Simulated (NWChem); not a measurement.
System: CH$_{3}$FO$_{3}$Si; SMILES O=C[Si](O)(O)F

Excerpt of the output:

```
             Northwest Computational Chemistry Package (NWChem) 7.3.0
             --------------------------------------------------------

 C1  symmetry detected

                             Geometry "geometry" -> ""
                             -------------------------

 Output coordinates in angstroms (scale by  1.889725989 to convert to a.u.)

  No.       Tag          Charge          X              Y              Z
 ---- ---------------- ---------- -------------- -------------- --------------
    1 O                    8.0000    -0.03756142    -2.29612968    -0.03635719
    2 C                    6.0000    -0.53923255    -1.33754045    -0.60634215
    3 Si                  14.0000    -0.00127716     0.39428268     0.00395289
    4 O                    8.0000     0.59872713     1.29817384    -1.22913833
    5 O                    8.0000     1.12231437     0.10573856     1.16497817
    6 F                    9.0000    -1.28648082     1.13874472     0.61510336
    7 H                    1.0000    -1.26294184    -1.50915103    -1.43421528
    8 H                    1.0000     1.43660315     1.75241266    -1.05898110
    9 H                    1.0000     1.19010093    -0.84894066     1.34411730

 Effective nuclear repulsion energy (a.u.)     316.8984086977

                                 NWChem DFT Module
                                 -----------------

 Summary of "ao basis" -> "ao basis" (spherical)
 ------------------------------------------------------------------------------
       Tag                 Description            Shells   Functions and Types
 ---------------- ------------------------------  ------  ---------------------
 O                         def2-tzvp                11       31   5s3p2d1f
 C                         def2-tzvp                11       31   5s3p2d1f
 Si                        def2-tzvp                13       37   5s5p2d1f
 F                         def2-tzvp                11       31   5s3p2d1f
 H                         def2-tzvp                 4        6   3s1p

            General Information
            -------------------
          SCF calculation type: DFT
          Wavefunction type:  closed shell.
          No. of atoms     :     9
          No. of electrons :    56
           Alpha electrons :    28
            Beta electrons :    28
          Charge           :     0
          Spin multiplicity:     1
          Use of symmetry is: off; symmetry adaption is: off
          Maximum number of iterations: 150
          AO basis - number of functions:   210
                     number of shells:    80
          Convergence on energy requested:  1.00D-06
          Convergence on density requested:  1.00D-05
          Convergence on gradient requested:  5.00D-04

              XC Information
              --------------
                  TPSS hybrid Method XC Functional
                     Hartree-Fock (Exact) Exchange  0.100
                  TPSS metaGGA Exchange Functional  0.900
             TPSS03 metaGGA Correlation Functional  1.000

             Grid Information
             ----------------
          Grid used for XC integration:  medium
          Radial quadrature: Mura-Knowles
          Angular quadrature: Lebedev.
          Tag              B.-S. Rad. Rad. Pts. Rad. Cut. Ang. Pts.
          ---              ---------- --------- --------- ---------
          O                   0.60       49          12.0       434
          C                   0.70       49          11.0       434
          Si                  1.10       88          10.0       590
          F                   0.50       49          10.0       434
          H                   0.35       45          11.0       434
          Grid pruning is: on
          Number of quadrature shells:   468
          Spatial weights used:  Erf1

      Superposition of Atomic Density Guess
      -------------------------------------

 Sum of atomic energies:        -651.77716641

      Non-variational initial energy
      ------------------------------

 Total energy =    -653.608024
 1-e energy   =   -1531.547762
 2-e energy   =     561.041330
 HOMO         =      -0.296161
 LUMO         =      -0.077618

------------------------------------------------------------
EAF file 0: "./job.aoints.0" size=775421952 bytes
------------------------------------------------------------
               write      read    awrite     aread      wait
               -----      ----    ------     -----      ----
     calls:     1479         0         0         0         0
   data(b): 7.75e+08  0.00e+00  0.00e+00  0.00e+00
   time(s): 0.00e+00  0.00e+00  0.00e+00  0.00e+00  0.00e+00
rate(mb/s): 0.00e+00  0.00e+00
------------------------------------------------------------

     ---------------------------------------------
      Total Density - Mulliken Population Analysis
     ---------------------------------------------

    Atom       Charge   Shell Charges
 -----------   ------   -------------------------------------------------------
    1 O    8     8.69   0.79  1.18  0.61  0.96  0.30  1.97  2.07  0.77  0.00  0.02  0.00
    2 C    6     5.60   0.86  1.12  0.55  0.66  0.16  0.93  0.96  0.24  0.03  0.07  0.01
    3 Si  14    12.57   2.00  0.59  1.39  0.73  0.25  4.10  1.73  0.47  0.65  0.13  0.24  0.19  0.10
    4 O    8     8.83   0.79  1.18  0.59  0.95  0.24  2.01  2.20  0.85  0.00  0.01  0.00
    5 O    8     8.83   0.79  1.18  0.59  0.95  0.25  2.02  2.20  0.84  0.00  0.01  0.00
    6 F    9     9.51   0.77  1.20  0.61  1.01  0.31  2.37  2.36  0.88  0.00  0.01  0.00
    7 H    1     0.89   0.24  0.47  0.16  0.02
    8 H    1     0.54   0.19  0.25  0.06  0.04
    9 H    1     0.54   0.19  0.25  0.06  0.04

[...]
```

Level: TPSSh/def2-TZVP. Coordinates come from a B3LYP/6-31G* (spherical d) optimisation.

Question: Which NWChem input produces such a log?

Answer: One answer among several that fit: the input that was run:
```
start job
memory heap 200 mb stack 900 mb global 1100 mb
geometry units angstroms noautoz
  O      0.266971     2.125915     0.459538
  C     -0.524727     1.384001    -0.104579
  Si    -0.065555    -0.472800    -0.154764
  O     -1.260379    -1.397280     0.489651
  O      1.333899    -0.587705     0.694954
  F      0.151650    -0.900536    -1.687520
  H     -1.453206     1.808218    -0.547914
  H     -0.984219    -2.068644     1.130220
  H      1.655968     0.297145     0.942765
end
basis spherical
  * library def2-tzvp
end
dft
  xc xctpssh
  iterations 150
  semidirect filesize 400000000
  mulliken
end
task dft energy
```
